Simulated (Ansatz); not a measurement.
BeF2⁻. The state is a doublet with charge -1. Geometry relaxed at PBE-D4/def2-TZVPD.

```xyz
3

Be   -0.269   -0.277   -0.148
F     0.166   -0.504    1.221
F     0.103    0.781   -1.073
```

The structure comes from a short search, and lower isomers may exist.

(1) Estimate the harmonic wavenumbers at UKS PBE-D4/def2-TZVPD (Ansatz, unscaled). Is this a minimum?

Results:

(1) 311, 736, 1124 cm⁻¹. Yes, no mode is imaginary beyond noise. Zero-point energy 13.0 kJ/mol. Run time 2.6 s (4 threads of Arm Neoverse V1 on a shared host).
